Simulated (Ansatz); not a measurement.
Relaxation of a periodic cell of 17 atoms, CuSi16 (host Si, host structure diamond, interstitial Cu), cell charge +1, to a largest force component of 0.03 eV/Å in at most 60 steps.

All numbers below come from DFT PBE, scalar-relativistic, plane waves, PAW (Ansatz). Settings: PAW set soft_1, cutoff 420 eV, k mesh 2x2x2, fermi-dirac smearing 0.02 eV, no spin polarisation.

```xyz
17
Lattice="0.0000 5.4300 5.4300 5.4300 0.0000 5.4300 5.4300 5.4300 0.0000" Properties=species:S:1:pos:R:3
Si 0.000 0.000 0.000
Si 1.357 1.357 1.357
Si 2.715 2.715 0.000
Si 4.072 4.072 1.357
Si 2.715 0.000 2.715
Si 4.072 1.357 4.072
Si 5.430 2.715 2.715
Si 6.787 4.072 4.072
Si 0.000 2.715 2.715
Si 1.357 4.072 4.072
Si 2.715 5.430 2.715
Si 4.072 6.787 4.072
Si 2.715 2.715 5.430
Si 4.072 4.072 6.787
Si 5.430 5.430 5.430
Si 6.787 6.787 6.787
Cu 6.087 1.987 4.755
```

Q: Where does it end, and by what steps?

A: The forces met the threshold. The force dipped under the threshold on the way, but the program's further checks kept it going. Limits of this set-up: coarse k mesh, charged cell in a uniform background, uncorrected. After 17 steps the energy has fallen by 0.676 eV; Cu17 moved furthest, 0.61 Å. Joined: Si11–Cu17.

```tsv
step	energy less start (eV)	largest force component (eV/Å)	accepted
0	0.0000	2.080	yes
1	-0.4846	0.873	yes
2	-0.6172	0.135	yes
3	-0.6226	0.028	yes
4	-0.6226	0.028	yes
5	-0.6229	0.008	yes
6	-0.6229	0.007	yes
7	-0.6233	0.030	yes
8	-0.6244	0.052	yes
9	-0.6283	0.097	yes
10	-0.6394	0.164	yes
11	-0.6614	0.161	yes
12	-0.6730	0.087	yes
13	-0.6716	0.105	no
14	-0.6751	0.043	yes
15	-0.6742	0.043	no
16	-0.6755	0.010	yes
17	-0.6755	0.005	yes
```

```xyz
17
Lattice="0.0000 5.4300 5.4300 5.4300 0.0000 5.4300 5.4300 5.4300 0.0000" Properties=species:S:1:pos:R:3
Si -0.054 -0.057 0.079
Si 1.390 1.320 1.414
Si 2.767 2.765 0.078
Si 3.891 4.249 1.466
Si 2.794 -0.082 2.670
Si 4.023 1.352 4.039
Si 5.322 2.819 2.636
Si 6.789 4.118 4.038
Si 0.023 2.688 2.725
Si 1.304 4.042 4.137
Si 2.577 5.565 2.872
Si 4.099 6.837 4.137
Si 2.715 2.688 5.435
Si 4.130 4.012 6.742
Si 5.454 5.426 5.434
Si 6.716 6.855 6.788
Cu 6.447 1.692 4.365
```

Whether the end is a true minimum wasn't checked by a vibrational analysis.

The run took 2.1 min on 1 thread of Arm Neoverse V1, with other jobs on the host, peak memory 0.56 GiB.
